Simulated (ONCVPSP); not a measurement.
**antimony, ONCV: configuration errors across variants**

| Quantity | Value |
| --- | --- |
| Element | Sb (Z = 51) |
| Generator | ONCVPSP 4.0.1 |
| Type | optimised norm-conserving Vanderbilt (ONCV) |
| Functional | PBEsol |
| Relativity | fully relativistic |
| Frozen core | [Ar] 3d10 |
| Valence charge | 23 |
| Reference configuration | 4s2 4p6 4d10 5s2 5p3 |
| Partial waves | 4s+5s: rc 1.20 bohr, ncon 4, nbas 8, qcut 9.3 1/bohr, 2 projectors; 4p+5p: rc 1.45 bohr, ncon 5, nbas 8, qcut 10.5 1/bohr, 2 projectors; 4d: rc 1.40 bohr, ncon 4, nbas 9, qcut 12.9 1/bohr, 2 projectors, debl 1.2 Ha |
| Local potential | polynomial inside 1.10 bohr (lpopt 4, dvloc0 1 Ha) |
| Core correction | Teter function, fcfact 3, rcfact 1.3 |

Open shells are filled in proportion to 2j + 1.

In the d channel the program set the typed energies aside and used -1.210, 0.250 Ha (j = l + 1/2; the other j can differ).

All-electron excitation energies from the reference (eV): (1) 4s2 4p6 4d10 5s2 5p2 8.361; (2) 4s2 4p6 4d10 5s2 5p1 24.394; (3) 4s2 4p6 4d10 5s2 5p0 48.866; (4) 4s2 4p6 4d9 5s2 5p3 40.657.

Errors AE − PS in meV (a dash: test not solved or not reliable):

| change | (1) | (2) | (3) | (4) | bound ghosts | GHOST(+) flags above zero |
| --- | --- | --- | --- | --- | --- | --- |
| base | +0.3 | +0.8 | +1.0 | +7.9 | none | none |
| core correction Teter function, fcfact 3, rcfact 0.94 | +0.3 | +0.8 | +1.1 | +7.5 | none | none |
| s: qcut 9.6; p: qcut 10.8; d: qcut 13.3 | +0.3 | +0.8 | +1.1 | +6.6 | none | none |
| all radii but the core radius scaled by about 1.35 (s 1.62, p 1.96, d 1.88 bohr); local potential polynomial inside 1.48 bohr (lpopt 4, dvloc0 1 Ha) | 0.0 | +0.1 | -0.4 | +26 | none | none |
| s: qcut 6.7 | +0.3 | +0.9 | +1.5 | +7.2 | none | s |
| s: rc 1.18 | +0.3 | +0.7 | +1.0 | +7.8 | none | none |
| core correction Teter function, fcfact 5.75, rcfact 1.2 | +0.3 | +0.8 | +1.0 | +8.1 | none | none |

Give the same row for: d: rc 1.28.

+0.3, +0.8, +1.1, +6.4; bound ghosts: none; GHOST(+) flags above zero: none.
